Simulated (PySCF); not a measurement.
CdCl₂, SMILES [Cl][Cd][Cl] (connectivity only; charge and spin as stated), charge -1, multiplicity 2. Atoms are numbered in the order given.

```xyz
3

Cd     0.0000     0.0000    -0.5166
Cl     0.0000     2.2376     0.7293
Cl     0.0000    -2.2376     0.7293
```
Charge -1, spin multiplicity 2.

Geometry optimised at B3LYP-D3(BJ)/def2-SVPD. The multiplicity is an assumed one; other spin states were not compared. The isomer is the one that the SMILES or the coordinates give; other isomers of the formula were not compared. The def2 effective core potentials stand for the cores of Cd; spin–orbit coupling is left out.

The numbers are results of PBE0/def2-TZVPD (PySCF), not measurements.

Question: Estimate the frontier levels, dipole moment and polarisability. (An estimate is asked for; the answer gives what the named calculation found.)

Answer: 
```
Quantity                                                           Result
------------------------------------------------  -----------------------
α spin, highest occupied and lowest empty level         -1.00 and 3.33 eV
β spin, highest occupied and lowest empty level         -3.50 and 1.40 eV
dipole moment about the centre of nuclear charge                   3.02 D
mean static polarisability                          95.9 bohr³ (14.21 Å³)
polarisability, principal values                  76.3, 89.4, 121.9 bohr³
⟨S²⟩                                              0.752 (pure state 0.75)
```
